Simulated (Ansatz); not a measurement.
Ga13As13H30, a nanocrystal cut from zinc blende GaAs (hydrogen-capped), 56 atoms. Hardware: 11 threads of AMD EPYC 7R13 on a shared host and a whole NVIDIA H100 80GB HBM3.

Single mean-field runs in def2-SVP are fitted with def2-universal-jkfit.

Problem. How many basis functions does each of these Ansatz runs have, and roughly what does it cost? PBE0-D4/def2-SVP, charge -1 doublet at the geometry of the charge 0 singlet, energy; PBE-D4/def2-SVP, charge 0 singlet, relaxation, 4 steps; r2SCAN-D4/def2-SVP, charge 0 singlet, energy, from earlier orbitals; PBE-D4/def2-SVP, charge 0 triplet at the geometry of the charge 0 singlet, energy, from earlier orbitals; PBE-D4/def2-SVP, charge 1 doublet at the geometry of the charge 0 singlet, energy, from earlier orbitals; PBE0-D4/def2-SVP, charge 1 doublet at the geometry of the charge 0 singlet, energy; PBE-D4/def2-SVP, charge 0 singlet, energy, from earlier orbitals; PBE0-D4/def2-SVP, charge 0 singlet, energy and forces, from earlier orbitals; PBE-D4/def2-SVP, charge -1 doublet at the geometry of the charge 0 singlet, energy, from earlier orbitals; PBE0-D4/def2-SVP, charge 0 triplet at the geometry of the charge 0 singlet, energy.

Solution. Other jobs shared the machine, so times can vary by a factor of up to 3.

```
                                                                                                      run  functions  fitting or Cholesky vectors  wall time  peak host memory (GiB)
                                      r2SCAN-D4/def2-SVP, charge 0 singlet, energy, from earlier orbitals        982                         7456      8.5 s                     1.9
                                         PBE-D4/def2-SVP, charge 0 singlet, energy, from earlier orbitals        982                         7456       14 s                     1.8
 PBE-D4/def2-SVP, charge 1 doublet at the geometry of the charge 0 singlet, energy, from earlier orbitals        982                         7456       15 s                     1.9
PBE-D4/def2-SVP, charge -1 doublet at the geometry of the charge 0 singlet, energy, from earlier orbitals        982                         7456       17 s                     1.9
 PBE-D4/def2-SVP, charge 0 triplet at the geometry of the charge 0 singlet, energy, from earlier orbitals        982                         7456       22 s                     1.9
                             PBE0-D4/def2-SVP, charge 0 singlet, energy and forces, from earlier orbitals        982                         7456       24 s                      17
                                                   PBE-D4/def2-SVP, charge 0 singlet, relaxation, 4 steps        982                         7456       28 s                       2
                      PBE0-D4/def2-SVP, charge -1 doublet at the geometry of the charge 0 singlet, energy        982                         7456       38 s                     1.9
                       PBE0-D4/def2-SVP, charge 1 doublet at the geometry of the charge 0 singlet, energy        982                         7456       84 s                     1.9
                       PBE0-D4/def2-SVP, charge 0 triplet at the geometry of the charge 0 singlet, energy        982                         7456    2.5 min                     1.9
```
